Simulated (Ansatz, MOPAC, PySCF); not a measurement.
Process, species as SMILES: [TeH2] (H2Te) -> [TeH] (HTe) + H atom (the H-Te bond breaks)

Quantity: bond dissociation energy (enthalpy at 298 K), in kcal/mol. Terms: def2 sets with scalar-relativistic core potentials past Kr; STO-3G and 3-21G all-electron and non-relativistic; 6-31G* and kin with 6d, 5d where marked; LANL2DZ with its own core potentials from Na on; no spin-orbit coupling; valence correlation only (noble-gas shells and the d and f shells of earlier blocks); no dispersion term unless named; UHF or UKS for open shells. Ab initio and DFT rows: single points at B3LYP-D3(BJ) geometries (Ansatz, a program for electronic structure), with unscaled harmonic terms from B3LYP/6-31G* (LANL2DZ past Ar) at its own minima. Semi-empirical rows: MOPAC heats of formation at their own minima for 298 K.

| level | program | bond dissociation energy (enthalpy at 298 K) (kcal/mol) |
|---|---|---|
| PM6 | MOPAC | 78.7 |
| MNDO | MOPAC | 58.8 |
| PBE/STO-3G | Ansatz | 94.2 |
| PBE/3-21G | Ansatz | 66.3 |
| PBE/def2-SVP | Ansatz | 69.3 |
| B3LYP/6-31G* with LANL2DZ past Ar | Ansatz | 65.9 |
| PBE0/6-31G* with LANL2DZ past Ar | Ansatz | 63.9 |
| M06-2X/6-31G* with LANL2DZ past Ar (5d) | PySCF | 66.4 |
| MP2/STO-3G | Ansatz | 76.9 |
| MP2/6-31G* with LANL2DZ past Ar | Ansatz | 51.6 |
| B3LYP/def2-TZVPD | Ansatz | 70.2 |
| PBE0/def2-TZVPD | Ansatz | 68.8 |
| B2PLYP-D3(BJ)/def2-TZVPD | Ansatz + dftd3 | 69.0 |

No value to compare with is used here. The 10 habitual levels span 51.6 (MP2/6-31G* with LANL2DZ past Ar) to 94.2 kcal/mol (PBE/STO-3G); PBE0/def2-TZVPD gives 68.8.

The levels are drawn from those run, B3LYP/6-31G* more often than the rest, none by its result; runs whose electronic state is in doubt are left out.
